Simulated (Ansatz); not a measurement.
`C[CH2][AlH][Br]` + H₂O → `C[CH2][AlH][OH]` + HBr at 298.15 K and 1 bar (formal hydrolysis of the Al–Br bond).

Calculated with Ansatz (gas phase, PBE0-D4/def2-TZVP geometries, no zero-point term in ΔE). CBS: MP2 limit from def2 TZ/QZ plus the TZ coupled-cluster correction, frozen cores. This one scheme is used for every species. For Br outer-core shells are correlated without core-valence functions, which leaves a few kJ/mol of doubt a bond. Scalar relativity is left out up to krypton. Each species was taken in one conformer, which may not be the lowest.

```
          species  CCSD(T)/CBS energy (Eh)  H − E (kJ/mol)  S (J/(mol·K))
`C[CH2][AlH][Br]`              -2895.11728           210.1          353.4
              H₂O                -76.37941            66.4          188.7
`C[CH2][AlH][OH]`               -397.56357           243.2          333.7
              HBr              -2573.91920            24.6          198.6
```

H − E and S are ideal-gas, rigid-rotor, harmonic terms from PBE0-D4/def2-TZVP, for one conformer and one mirror image of each species. 1 Eh = 2625.50 kJ/mol, R = 8.31446 J/(mol·K).

Task: By hand: ΔE, ΔH, ΔS and ΔG.

Result: ΔE = (-397.56357) + (-2573.91920) − (-2895.11728) − (-76.37941) = 0.01392 Eh = 36.5 kJ/mol. Δ(H − E) = 243.2 + 24.6 − 210.1 − 66.4 = -8.7, so ΔH = 27.8 kJ/mol. ΔS = 333.7 + 198.6 − 353.4 − 188.7 = -9.8 J/(mol·K). ΔG = 27.8 − 298.15 × (-9.8)/1000 = 30.7 kJ/mol.

Task: By hand: the equilibrium constant, and the temperature at which ΔG would vanish if ΔH and ΔS stayed fixed.

Result: log₁₀ K = −ΔG/(RT ln 10) = -5.4. ΔH and −TΔS have one sign here, so there is no such temperature.

The number of gas molecules stays the same, so ΔS is small and ΔH decides. A doubt of 5 kJ/mol in ΔE shifts log₁₀ K by 0.9 here. Other conformers and mirror images would add mixing entropy, several J/(mol·K) or more a flexible species. Modes under 60 cm⁻¹, often nearly free rotors, make the harmonic entropy too high. These are equilibria of isolated gas molecules and say nothing of rates. Largest T1 diagnostic: 0.011 (customary marks: 0.02 for closed shells, 0.045 for open ones).

ΔS is within the doubt of such terms, so its sign, and with it that verdict, could turn.
